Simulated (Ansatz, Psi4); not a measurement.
# Ansatz → Psi4

This Ansatz 0.2.0 job computes doublet CH3In+:

job.yaml:
```yaml
basis:
  gaussian: {orbitals: def2-SVPD}
crystal:
  periodic: [false, false, false]
  atoms:
    - {symbol: C, position_ang: [-0.182770, 0.073150, -0.070580]}
    - {symbol: In, position_ang: [1.772750, -0.709460, 0.684610]}
    - {symbol: H, position_ang: [-0.972960, -0.040920, 0.680150]}
    - {symbol: H, position_ang: [-0.502560, -0.460530, -0.972760]}
    - {symbol: H, position_ang: [-0.114460, 1.137770, -0.321410]}
total_charge: 1
magnetization: {spin_polarized: true, initial_magnetization: 1}
correlation: {method: ccsd, frozen_orbitals: {C: 1, H: 0, In: 4}}
accuracy: high
scf: {omitted_lower_state_checks: [cluster_reference, increment]}
```

```bash
$ ansatz run job.yaml --threads 1 --pin off --max-ram 3480MiB --events-out events.jsonl --progress --plain --runs-dir runs
```

Geometry: relaxed at PBE0-D4/def2-TZVP. That shape belongs to the parent species and isn't relaxed for this state.

It gives a total energy of -228.775041 Eh.

Question: Translate the job to Psi4 1.11 as a Python script.

Answer: For example:

ch3in.xyz:
```
5
CH3In
C     -0.182770     0.073150    -0.070580
In     1.772750    -0.709460     0.684610
H     -0.972960    -0.040920     0.680150
H     -0.502560    -0.460530    -0.972760
H     -0.114460     1.137770    -0.321410
```

run.py:
```python
import psi4

psi4.set_memory(2200000000)
psi4.set_num_threads(1)
psi4.set_output_file('run.log', False)

with open('ch3in.xyz') as f:
    atoms = ''.join(f.readlines()[2:])
mol = psi4.geometry('1 2\n' + atoms + 'symmetry c1\nno_reorient\nno_com')

options = {'basis': 'def2-SVPD', 'reference': 'uhf', 'puream': True, 'e_convergence': 1e-09, 'd_convergence': 1e-08, 'scf_type': 'pk', 'num_frozen_docc': 5, 'maxiter': 100}
psi4.set_options(options)

energy_value, wavefunction = psi4.energy('ccsd', molecule=mol, return_wfn=True)
print(f'ccsd energy: {energy_value:.10f} Eh')
for k, v in sorted(psi4.core.scalar_variables().items()):
    print(f'{k:45s} {v:18.10f}')
```

```bash
$ python run.py
```

Its energy is -228.775041 Eh, the same as the first but for the last digit, at most.
